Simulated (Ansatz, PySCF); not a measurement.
System: sum formula AlOF, net charge 0, singlet state. 
Structure (B3LYP-D3(BJ)/def2-TZVP (Ansatz, a program for electronic structure) minimum search):
```
Al
O 1 1.5973
F 1 1.6364 2 180.00
```
Charge 0, spin multiplicity 1.

Total electronic energies in hartree. Cores are frozen in the correlated levels unless marked. Spin-orbit coupling is left out. Non-relativistic unless marked X2C. CBS(X,Y): correlation extrapolated as X^-3; Hartree-Fock from the larger set.

```json
[
 {"level": "HF/6-31G*", "program": "Ansatz", "energy (Eh)": "-416.23052"},
 {"level": "HF/aug-cc-pV(Q+d)Z", "program": "Ansatz", "energy (Eh)": "-416.35639"},
 {"level": "HF/cc-pV(Q+d)Z", "program": "Ansatz", "energy (Eh)": "-416.35563"},
 {"level": "HF-D4/def2-TZVPD", "program": "PySCF + dftd4", "energy (Eh)": "-416.34930"},
 {"level": "RI-HF/aug-cc-pV(T+d)Z", "program": "Ansatz", "energy (Eh)": "-416.34135"},
 {"level": "RI-HF/aug-cc-pV(Q+d)Z", "program": "Ansatz", "energy (Eh)": "-416.35630"},
 {"level": "BLYP-D4/def2-TZVPD", "program": "Ansatz + dftd4", "energy (Eh)": "-417.64752"},
 {"level": "BLYP/def2-TZVPD", "program": "Ansatz", "energy (Eh)": "-417.64435"},
 {"level": "TPSS/def2-TZVPD", "program": "PySCF", "energy (Eh)": "-417.67089"},
 {"level": "TPSS-D3(BJ)/def2-TZVPD", "program": "PySCF + dftd3", "energy (Eh)": "-417.67225"},
 {"level": "B3LYP/def2-TZVPD", "program": "Ansatz", "energy (Eh)": "-417.66041"},
 {"level": "PBE0/def2-QZVPP", "program": "Ansatz", "energy (Eh)": "-417.35934"},
 {"level": "HSE06-D3(BJ)/def2-TZVPD", "program": "Ansatz + dftd3", "energy (Eh)": "-417.33070"},
 {"level": "B2PLYP-D4/def2-TZVPD", "program": "Ansatz + dftd4", "energy (Eh)": "-417.43676"},
 {"level": "PBE-QIDH/def2-TZVPD", "program": "Ansatz", "energy (Eh)": "-417.23661"},
 {"level": "RPA@PBE/cc-pV(Q+d)Z", "program": "Ansatz", "energy (Eh)": "-417.25098"},
 {"level": "MP2/aug-cc-pV(D+d)Z", "program": "Ansatz", "energy (Eh)": "-416.77123"},
 {"level": "CCSD/cc-pV(T+d)Z", "program": "Ansatz", "energy (Eh)": "-416.90275"},
 {"level": "CCSD/cc-pV(Q+d)Z", "program": "Ansatz", "energy (Eh)": "-416.96456"},
 {"level": "CCSD/CBS(aug-cc-pV(T+d)Z,aug-cc-pV(Q+d)Z)", "program": "Ansatz", "energy (Eh)": "-416.9978"},
 {"level": "CCSD(T)/STO-3G", "program": "Ansatz", "energy (Eh)": "-410.98806"},
 {"level": "X2C-CCSD(T)/cc-pVTZ-DK", "program": "Ansatz", "energy (Eh)": "-417.49426"},
 {"level": "CCSD(T)/CBS(aug-cc-pV(T+d)Z,aug-cc-pV(Q+d)Z)", "program": "Ansatz", "energy (Eh)": "-417.0264"}
]
```

Totals of different functionals don't rank their quality; only differences between species are comparable.
